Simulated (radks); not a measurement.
Excited configurations of Cu2+: one electron is placed in a higher orbital outside [Ar] 3d8. The ground configuration is [Ar] 3d9. Method: Dirac Kohn-Sham, LDA (Slater exchange, Perdew-Wang correlation), spin-unpolarised, spherical densities, finite nucleus; open shells fill j = l - 1/2 first; Fermi nuclear charge, rms radius 3.8823 fm; computed with a radial shooting solver on a logarithmic mesh with Libxc functionals. Excitation = E - E(ground); binding = E(ion) - E, where the ion is the core of charge +3; n* = 3/sqrt(2 binding) in atomic units, and the quantum defect is n - n*.

| outer orbital | excitation (eV) | binding (eV) | n* | quantum defect |
|---|---|---|---|---|
| 4s1/2 | 9.394 | 29.831 | 2.026 | 1.974 |
| 5s1/2 | 25.988 | 13.237 | 3.041 | 1.959 |
| 5p1/2 | 28.290 | 10.935 | 3.346 | 1.654 |
| 6s1/2 | 31.630 | 7.595 | 4.015 | 1.985 |
| 6d3/2 | 34.308 | 4.917 | 4.990 | 1.010 |

The Delta-SCF ionisation energy is 39.225 eV (NIST Atomic Spectra Database: 36.84 eV, measured). Self-interaction in the functional shifts the binding energies and quantum defects, so they are the method's values and not measured ones. Spin polarisation and multiplet splitting are left out, so open shells lie too high by an amount that depends on their filling.

Beside tabulated values, note that spin-unpolarised runs miss the spin-polarisation part of the exchange energy of open shells.
